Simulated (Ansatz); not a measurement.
Ansatz (a first-principles code) input (LC-wPBE/def2-TZVPD):

Ansatz 0.2 input:
```yaml
crystal:
  periodic: [false, false, false]
  atoms:
    - {symbol: Si, position_ang: [-1.83888356, -0.35200173, 0.13559733]}
    - {symbol: Si, position_ang: [0.47192453, -0.72337555, 0.04848364]}
    - {symbol: Cl, position_ang: [1.42908147, 1.10583816, -0.19056237]}
    - {symbol: H, position_ang: [-2.28730604, 0.28706654, -1.12320017]}
    - {symbol: H, position_ang: [-2.54461652, -1.64589202, 0.30623948]}
    - {symbol: H, position_ang: [-2.15718404, 0.53302428, 1.27992066]}
    - {symbol: H, position_ang: [0.98082638, -1.33668723, 1.29559394]}
    - {symbol: H, position_ang: [0.85132163, -1.58147822, -1.09612723]}
basis:
  gaussian:
    orbitals: def2-TZVPD
hamiltonian:
  xc: {name: LC-wPBE}
output: {forces: true}
```

End of the output:

```
integrals: 0.13 GiB planned
1085 factors; their error is unknown
integrals: 0.17 GiB planned
514 factors; integrals over basis functions are off by at most 3.8e-5 eV
0.29 GiB of the device are held for the grids
1.34 GiB of device memory are held for the factors and their scratch space
mean field: 0.63 GiB planned
mean field evaluation 1: about -28352.3863 eV, gradient 1.3e1 eV
mean field evaluation 2: about -28352.9625 eV, gradient 7.6e0 eV
mean field evaluation 4: about -28353.0962 eV, gradient 3.4e-1 eV
mean field evaluation 8: about -28353.0826 eV, gradient 1.1e-1 eV
mean field evaluation 16: about -28353.0826 eV, gradient 2.3e-5 eV
mean field -28353.08260605 eV, -1041.9565673627 hartree, gradient 2.3e-5 eV, S^2 0.000000; 0 other end points of the search recorded, 0 dependent functions left out
the calculation of the forces begins
reference -28353.08260606 eV, -1041.9565673631 hartree; 25, 25 occupied and 152, 152 virtual orbitals, 1085 factors
Total energy: -28353.08260606 eV, -1041.9565673631 hartree
Atom 0 at    -1.838884    -0.352002     0.135597 Å, force     0.133013    -0.014794    -0.005688 eV/Å
Atom 1 at     0.471925    -0.723376     0.048484 Å, force     0.016043     0.327378    -0.034376 eV/Å
Atom 2 at     1.429081     1.105838    -0.190562 Å, force    -0.177933    -0.355800     0.046050 eV/Å
Atom 3 at    -2.287306     0.287067    -1.123200 Å, force     0.005672    -0.003756     0.001989 eV/Å
Atom 4 at    -2.544617    -1.645892     0.306239 Å, force     0.015117     0.004896    -0.001320 eV/Å
Atom 5 at    -2.157184     0.533024     1.279921 Å, force     0.005467    -0.004142    -0.001783 eV/Å
Atom 6 at     0.980826    -1.336687     1.295594 Å, force     0.000933     0.022396    -0.009412 eV/Å
Atom 7 at     0.851322    -1.581478    -1.096127 Å, force     0.001689     0.023823     0.004540 eV/Å
Dipole moment:    -0.195616    -0.253173     0.036504 e Å
```
